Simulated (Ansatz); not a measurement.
BFGeH₅NO, SMILES `[NH2][GeH2][O]BF`. Charge 0, multiplicity 1. The structure was optimised at the PBE0-D4/def2-TZVP level. It is one conformer, not always the lowest.

```xyz
10

N    -1.758   -0.507    0.802
Ge    0.028   -0.770    0.626
O     0.645   -0.131   -0.948
B     1.269    1.032   -1.149
F     1.621    1.364   -2.387
H    -2.057    0.450    0.918
H    -2.344   -0.967    0.121
H     0.752   -0.011    1.743
H     0.309   -2.269    0.543
H     1.535    1.809   -0.270
```

Q: What is the dipole moment at PBE/def2-TZVPP? (Estimate.)

A: Ansatz gave: 2.43 D, with components (-1.59, -0.57, 1.74) D in this frame, pointing from negative to positive charge.

Q: And with r2SCAN, B3LYP, ωB97M-V? (An estimate is asked.)

A: The calculation gave: r2SCAN 2.42 D, B3LYP 2.46 D, ωB97M-V 2.43 D.

Q: Give the Mulliken charges with PBE, r2SCAN, B3LYP in def2-TZVPP. (Estimate.)

A: The calculation gave: 
```json
{"atom": "N1", "PBE": "-0.38", "r2SCAN": "-0.43", "B3LYP": "-0.39"}
{"atom": "Ge2", "PBE": "0.40", "r2SCAN": "0.47", "B3LYP": "0.45"}
{"atom": "O3", "PBE": "-0.29", "r2SCAN": "-0.39", "B3LYP": "-0.36"}
{"atom": "B4", "PBE": "0.25", "r2SCAN": "0.37", "B3LYP": "0.30"}
{"atom": "F5", "PBE": "-0.21", "r2SCAN": "-0.26", "B3LYP": "-0.25"}
{"atom": "H6", "PBE": "0.15", "r2SCAN": "0.15", "B3LYP": "0.13"}
{"atom": "H7", "PBE": "0.15", "r2SCAN": "0.15", "B3LYP": "0.14"}
{"atom": "H8", "PBE": "-0.01", "r2SCAN": "0.00", "B3LYP": "0.00"}
{"atom": "H9", "PBE": "0.00", "r2SCAN": "0.00", "B3LYP": "0.01"}
{"atom": "H10", "PBE": "-0.06", "r2SCAN": "-0.05", "B3LYP": "-0.03"}
```

B3LYP here is the variant with VWN-RPA as its local correlation; programs differ in this.
